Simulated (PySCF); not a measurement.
Input of a run (PBE0-D3(BJ)/def2-SVP geometry optimisation, gas phase (PySCF 2.14.0)), started from GFN2-xTB:
```
{"job": {"xc": "PBE0", "basis": "def2-SVP", "d3": "d3bj", "grid": 1, "kind": "geom"}, "charge": 0, "multiplicity": 1}
C      2.771810    -0.174610    -0.063000
Si     0.958860    -0.110040    -0.626640
C     -0.076360     0.210460     0.917290
C     -1.403930     0.245510     1.013680
Si    -2.674830     0.039400    -0.354740
H      3.437990    -0.365490    -0.898480
H      2.931240    -0.962250     0.668370
H      3.080590     0.762290     0.392430
H      0.787650     0.968800    -1.610720
H      0.590380    -1.393240    -1.240800
H      0.497170     0.375360     1.827320
H     -1.835370     0.433510     1.995540
H     -3.587100    -1.048650     0.015330
H     -2.041530    -0.250710    -1.639370
H     -3.445410     1.285620    -0.440030
```

Output (energies in Eh, forces in Eh/bohr):
```
step   0  E = -698.63615160  max force = 0.016486
step   1  E = -698.63890950  max force = 0.002727
step   2  E = -698.63882720  max force = 0.001811
step   3  E = -698.63902243  max force = 0.000892
step   4  E = -698.63906233  max force = 0.000601
step   5  E = -698.63906961  max force = 0.000286
optimisation converged
```

Summarise the run.

The energy falls by 0.079 eV over 6 energy and gradient evaluations, the largest force component goes from 0.0165 to 2.9e-04 Eh/bohr, and the atoms move by 0.054 Å rms after alignment. The bond that changes most is Si5–H14 (SiH3 silicon to Si–H hydrogen), which lengthens by 0.032 Å. Bonds longer at the end by more than 0.005 Å: 11 of 14; shorter: 1. Among the angles that change most is C4–Si5–H15, from 107.7° to 110.1°. The energy rose by more than 1e-6 Eh at step 2. The first step brought 95 % of the lowering.

What are the final bond lengths?

C1–Si2 1.878 Å, Si2–C3 1.888 Å, C3=C4 1.346 Å, C4–Si5 1.874 Å, C1–H6 1.100 Å, C1–H7 1.101 Å, C1–H8 1.101 Å, Si2–H9 1.498 Å, Si2–H10 1.497 Å, C3–H11 1.102 Å, C4–H12 1.101 Å, Si5–H13 1.496 Å, Si5–H14 1.493 Å, Si5–H15 1.496 Å. Numbering counts from 1 in the input's order; the species is `C[SiH2]/C=C\[SiH3]`.

The run used 128 basis functions and 40 SCF cycles in all. Time: 37 s. Hardware: one thread of an Arm Neoverse V1, no GPU, on a shared host.

Whether it is a minimum is left open (no frequencies). The numbers are those of one conformer.

Shape of the structure used: `[CH3:1][SiH2:2]/[CH:3]=[CH:4]\[SiH3:5]`: C1–Si2–C3–C4 -176°.
